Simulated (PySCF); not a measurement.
A PySCF script (with the pyscf-properties extension) for the NMR shieldings of SMILES CC(C)O/C=C\[SiH2]S[SiH3], C5H14OSSi2, on a GFN2-xTB geometry:

```python
import basis_set_exchange as bse
import numpy as np
from pyscf import gto, dft
from pyscf.prop import nmr

atoms = """
C    -2.154350   -0.108051    1.467910
C    -1.683301    0.371572    0.100122
C    -1.380787    1.869520    0.107240
O    -0.522535   -0.382480   -0.228948
C    -0.212481   -0.513701   -1.538015
C     0.808678   -1.270713   -1.928337
Si    1.865523   -2.200970   -0.697108
S     3.434663   -0.948836    0.105402
Si    2.418840    0.793984    0.810616
H    -2.352421   -1.176529    1.441427
H    -1.382545    0.083568    2.208391
H    -3.061839    0.415254    1.755788
H    -2.463939    0.164446   -0.648979
H    -0.640479    2.095486    0.870594
H    -2.289244    2.428817    0.313453
H    -0.988907    2.184428   -0.857619
H    -0.852926    0.021484   -2.236445
H     1.014460   -1.336084   -2.984274
H     1.084670   -2.693432    0.431705
H     2.624342   -3.253060   -1.360414
H     1.814048    1.479662   -0.325135
H     1.426697    0.416091    1.807788
H     3.489080    1.586528    1.394918
"""
names = dict.fromkeys(["C", "O", "Si", "S", "H"], "pcSseg-1")
basis = {el: gto.basis.parse(bse.get_basis(n, elements=[el], fmt="nwchem")) for el, n in names.items()}
mol = gto.M(atom=atoms, basis=basis, charge=0, verbose=0)
mf = dft.RKS(mol, xc="PBE0")
mf.grids.level = 2
mf.grids.alignment = dft.numint.BLKSIZE   # the property module wants whole blocks of grid points
mf.conv_tol = 1e-9
mf.kernel()

calc = nmr.RKS(mf)   # GIAO
C = mf.mo_coeff
Co = C[:, mf.mo_occ > 0]
resp = mf.gen_response(singlet=True, hermi=2)
def vind(x):   # induced exchange potential for any number of trial vectors
    d = np.einsum("pi,xij,qj->xpq", C, 2 * x.reshape(-1, C.shape[1], Co.shape[1]), Co, optimize=True)
    return np.einsum("xpq,pi,qj->xij", resp(d - d.transpose(0, 2, 1)), C, Co, optimize=True).ravel()
mo1, _ = nmr.rhf.solve_mo1(calc, with_cphf=vind)
sigma = calc.kernel(mo1)
for i, s in enumerate(sigma):   # ppm
    print("%2d %-2s %9.2f" % (i, mol.atom_pure_symbol(i), np.trace(s) / 3))
```

Question: What does it print?

Answer: 
```
 0 C     162.26
 1 C     108.57
 2 C     161.53
 3 O     165.61
 4 C      19.72
 5 C      89.60
 6 Si    393.81
 7 S     819.74
 8 Si    404.83
 9 H      30.06
10 H      30.21
11 H      30.72
12 H      27.80
13 H      30.55
14 H      30.78
15 H      30.17
16 H      24.60
17 H      27.11
18 H      26.38
19 H      26.94
20 H      27.21
21 H      26.96
22 H      27.13
```

These numbers come from an equivalent density-fitted implementation of the same equations, which agrees with the script to about 0.01 ppm for H and up to a few tenths of a ppm for heavy atoms, so last digits may differ.

Question: Turn these shieldings into chemical shifts. δ = σ(ref) − σ, references computed at the same level: ¹³C (186.93 ppm) and ²⁹Si (349.16 ppm) and ¹H (31.72 ppm) vs TMS; ¹⁷O (336.08 ppm) against H2O; CS2 for ³³S (503.73 ppm).

Answer: Averaging equivalent atoms: C 4: 167.2; C 5: 97.3; C 1: 78.4; C 0/2: 25.0; O 3: 170.5; Si 6: -44.6; Si 8: -55.7; S 7: -316; H 16: 7.12; H 18/19: 5.06; H 20/21/22: 4.61; H 17: 4.61; H 12: 3.92; H 9/10/11/13/14/15: 1.30 ppm. Experimental scales use liquid or dissolved standards, which lie at an offset from isolated H2O (liquid H2O: subtract about 36 ppm).

Size and cost of the density-fitted run: 244 basis functions, 87 s wall time on 1 thread of an Arm Neoverse V1, shared host; peak memory 1.1 GiB.
